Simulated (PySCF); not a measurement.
Cartesian coordinates in Å; atom numbers follow the order of the lines, from 1:
```xyz
20

C    -1.4989    2.5543   -0.3059
C    -0.5297    1.8655   -0.9198
Si    0.1377    0.2446   -0.2925
O     1.7975    0.3370   -0.3378
Si    3.2073   -0.5129   -0.1625
C    -0.7393   -0.4260    1.2356
C    -1.6259   -1.2295    0.2430
C    -0.7023   -1.2888   -1.0061
H    -1.8964    3.4912   -0.7121
H    -1.9409    2.2149    0.6381
H    -0.1250    2.2663   -1.8591
H     3.0286   -1.9288   -0.6127
H     4.2645    0.1339   -0.9908
H     3.6360   -0.5156    1.2683
H    -0.0741   -1.0998    1.8010
H    -1.2618    0.2194    1.9562
H    -1.9524   -2.2140    0.6162
H    -2.5373   -0.6566    0.0076
H    -0.0370   -2.1673   -0.9620
H    -1.2008   -1.2783   -1.9855
```

[PySCF: PBE0-D3(BJ)/def2-SVP structure; GIAO PBE0/pcSseg-1 shieldings; isolated molecule; averaged over atoms made equivalent by symmetry, fast rotation or ring inversion; a single conformation; relativity neglected]

Referencing at the same level of theory: ¹³C, ¹H, ²⁹Si vs TMS; ¹⁷O vs H2O.

```csv
atoms,nucleus,count,Hirshfeld charge,δ (ppm)
H10,¹H,1,0.05,6.15
H9,¹H,1,0.05,?
Si3,²⁹Si,1,0.44,?
H11,¹H,1,0.05,6.36
C1,¹³C,1,-0.08,142.7
H17,¹H,1,0.04,?
C2,¹³C,1,-0.14,143.1
H12/H13/H14,¹H,3,-0.08,?
H15/H19,¹H,2,0.04,1.32
Si5,²⁹Si,1,0.39,-41.0
H16/H20,¹H,2,0.04,1.24
H18,¹H,1,0.04,1.25
C6/C8,¹³C,2,-0.17,19.5
C7,¹³C,1,-0.07,14.7
O4,¹⁷O,1,-0.31,?
```

Question: Fill in the missing shifts.

Answer: 
- H9: 6.36 ppm, hydrogen on a terminal =CH2 carbon; attached to an sp2 carbon and in the plane of the double bond
- H12/H13/H14: 5.07 ppm, hydrogen on a silicon bonded to O
- H17: 2.01 ppm, hydrogen on an sp3 CH2 in a ring
- Si3: 3.1 ppm, silicon bonded to 3 C, O, in a 4-membered ring
- O4: 53.7 ppm, oxygen bonded to 2 Si

Shifts are as computed. Against solution values, carbons near 30 ppm lie about +2 ppm off and those near 130 ppm about +5 ppm. Of 1309 compounds with measured shifts, 239 miss one by over three times the rms of a fit or turn the order of signals round; such compounds aren't used in these exercises. Experimental scales use liquid or dissolved standards, which lie at an offset from isolated H2O (liquid H2O: subtract about 36 ppm).
